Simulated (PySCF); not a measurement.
**Radial density of Si²⁺ (silicon, charge +2)**

MN15, [Ne] 3s1 3d1, high-spin 3D determinant (an excited configuration). All numbers are calculated (PySCF 2.14, scalar relativity by spin-free X2C-1e, in aug-cc-pVDZ-DK (5s4p2d, 27 functions)).

| r (bohr) | 4πr²ρ (e/bohr) | 4πr²(ρα − ρβ) |
| --- | --- | --- |
| 0.00161 | 0.06442 | 0.0002 |
| 0.00271 | 0.1731 | 0.0006 |
| 0.00456 | 0.4461 | 0.0015 |
| 0.00768 | 1.123 | 0.0038 |
| 0.0129 | 2.685 | 0.0091 |
| 0.0217 | 5.851 | 0.0194 |
| 0.0365 | 10.84 | 0.0337 |
| 0.0614 | 15.35 | 0.0393 |
| 0.103 | 14.39 | 0.0152 |
| 0.174 | 9.795 | 0.0011 |
| 0.292 | 12.13 | 0.0958 |
| 0.492 | 13.37 | 0.0986 |
| 0.827 | 4.892 | 0.0366 |
| 1.39 | 1.011 | 0.6620 |
| 2.34 | 0.7975 | 0.7952 |
| 3.94 | 0.2059 | 0.2059 |
| 6.62 | 0.01777 | 0.0178 |

Densities and radii are taken from the X2C orbitals without a picture-change correction, which distorts them close to the nucleus.

The outer electron is Rydberg-like, and this basis confines it to a smaller radius and binds it less than a complete one would.
